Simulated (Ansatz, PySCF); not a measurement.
TlCl, SMILES [Cl][Tl].

Coordinates come from a B3LYP-D3(BJ)/def2-TZVP optimisation. The def2 effective core potentials stand for the cores of Tl; spin–orbit coupling is left out.

Vertical ionisation energy (IE) and electron affinity (EA) in eV. Rows of orbital energies are one-electron estimates. Where ΔSCF, EOM or ADC give a negative EA the extra electron is unbound and the value depends on the basis.

```tsv
level	IE	EA
−ε(HOMO), −ε(LUMO), r2SCAN/def2-TZVPD (PySCF)	6.74	2.21
−ε(HOMO), −ε(LUMO), CAM-B3LYP/def2-TZVPD (PySCF)	8.76	1.12
−ε(HOMO), −ε(LUMO), PBE/def2-TZVPD (PySCF)	6.49	2.50
ΔSCF, CAM-B3LYP/def2-TZVPD (Ansatz), final states of multiplicity 2 and 2	9.82	0.33
ΔSCF, PBE/def2-TZVPD (Ansatz), final states of multiplicity 2 and 2	9.74	0.25
```

**Question.** What vertical singlet–triplet gap does ΔSCF give with CAM-B3LYP/def2-TZVPD (Ansatz, a quantum-chemistry and plane-wave program) and with PBE/def2-TZVPD (Ansatz)? (Estimate from the structure and the level; the computed values follow.)

**Answer.** 4.13 and 4.13 eV (triplet above singlet where positive).
